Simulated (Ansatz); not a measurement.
Basis-set extrapolation for `C[SiH2]N[SiH3]` (PBE0-D4/def2-TZVP geometry, frozen core, Ansatz 0.2.0). Multiplicity 1, RHF reference.

|  | def2-TZVPP | def2-QZVPP |
| --- | --- | --- |
| HF | -675.547706 | -675.571313 |
| MP2 correlation | -0.647482 | -0.692578 |
| CCSD(T) correlation | -0.730837 | not run |

Energies in hartree. Use E(X) = E(∞) + A·exp(−7.88·√X) for Hartree–Fock and E(X) = E(∞) + B·X^(−2.97) for correlation, with X = 3 and 4, and add CCSD(T) minus MP2 of the smaller set to the MP2 limit.

What is the CCSD(T) energy at the basis-set limit?

HF limit: -675.571313 + (-0.023607) × 0.13774 = -675.57456. MP2 limit: -0.692578 + (-0.045096) × 0.74074 = -0.72598. Higher-order term: -0.730837 − (-0.647482) = -0.08335. Total: -676.38389 hartree, 276.6 kJ/mol below CCSD(T)/def2-TZVPP.
